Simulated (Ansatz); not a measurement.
Species: H3GeS, SMILES `[SH][GeH2]` (H–S–Ge–H torsion 164°) (charge 0, multiplicity 2).

Problem. Give a relaxed geometry from r2SCAN-D4/def2-TZVP (Ansatz, an electronic-structure program).

Solution. This is not unique; one that fits is the end point of this relaxation, one of several conformers (outside a Z-matrix the atoms follow the SMILES, hydrogens last).
Bonded distances (Å): S1–Ge2 2.223, S1–H3 1.344, Ge2–H4 1.543, Ge2–H5 1.547. Bond angles (°): Ge2–S1–H3 94.2, S1–Ge2–H4 104.3, S1–Ge2–H5 109.0, H4–Ge2–H5 110.5.
